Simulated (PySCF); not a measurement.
## Levels of Re⁶⁺ from EOM-EA-GCCSD

Reference: closed-shell Re⁷⁺, [Xe] 4f14; one electron is added. Calculated with PySCF 2.14, two-component X2C-1e with screened spin-orbit coupling, x2c-TZVPPall-2c with one added diffuse shell each of s, p, d, f type (12s12p11d4f1g, 140 functions); frozen [Kr] 4d10; the 34 highest virtual spinors dropped; of the others 110 kept and the rest restored at second order. No Breit or QED terms. Binding energies in eV.

| level | Koopmans |
| --- | --- |
| 5d3/2 | 81.208 |
| 5d5/2 | 79.859 |
| 6s1/2 | 65.570 |
| 6p1/2 | 57.442 |
| 6p3/2 | 54.585 |
| 5f5/2 | 42.112 |
| 5f7/2 | 42.081 |

(1) How does correlation move these levels?

For comparison, the ionisation energy of Re⁶⁺ is 82.71 ± 0.05 eV (semi-empirical (NIST evaluation); NIST Atomic Spectra Database, ionization energies).

The highest levels are limited by the diffuse functions of the basis.

Results:

(1) 5d3/2: second order 82.370, EOM-CCSD 82.291; 5d5/2: second order 80.937, EOM-CCSD 80.865; 6s1/2: second order 66.709, EOM-CCSD 66.651; 6p1/2: second order 58.427, EOM-CCSD 58.389; 6p3/2: second order 55.415, EOM-CCSD 55.389; 5f5/2: second order 43.380, EOM-CCSD 43.550; 5f7/2: second order 43.257, EOM-CCSD 43.416.
